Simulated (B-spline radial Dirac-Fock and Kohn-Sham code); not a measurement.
# Photoelectron lines of Sc¹³⁺ at 9420 eV

System: Sc¹³⁺, [He] 2s2 2p4.

Level of theory: the independent-particle Dirac-Slater model, thresholds from Dirac-Fock; a radial B-spline solver. The asymmetry parameter β is from the dipole term alone. Kinetic energies are from the vacuum level. Open shells are spread statistically over j, without multiplet splitting.

The last column is dσ/dΩ = σ/(4π) · [1 − (β/2) P₂(cos θ)] at θ = 0° from the beam of unpolarised light.

| subshell | electrons | binding (eV) | kinetic (eV) | σ (kb) | β | dσ/dΩ (kb/sr) |
| --- | --- | --- | --- | --- | --- | --- |
| 1s | 2 | 4998.7 | 4421.3 | 7.98 | 2.00 | ≈ 0 |
| 2s | 2 | 914.5 | 8505.5 | 0.627 | 2.00 | ≈ 0 |
| 2p1/2 | 1.33 | 842.9 | 8577.1 | 0.0555 | 0.58 | 0.00314 |
| 2p3/2 | 2.67 | 837.6 | 8582.4 | 0.104 | 0.55 | 0.00601 |

Branching ratios of the spin-orbit partners (statistical value in brackets): 2p 1.88 (2.00).

Values without a named source are computed, but for edge energies of neutral atoms, which are taken from tables.
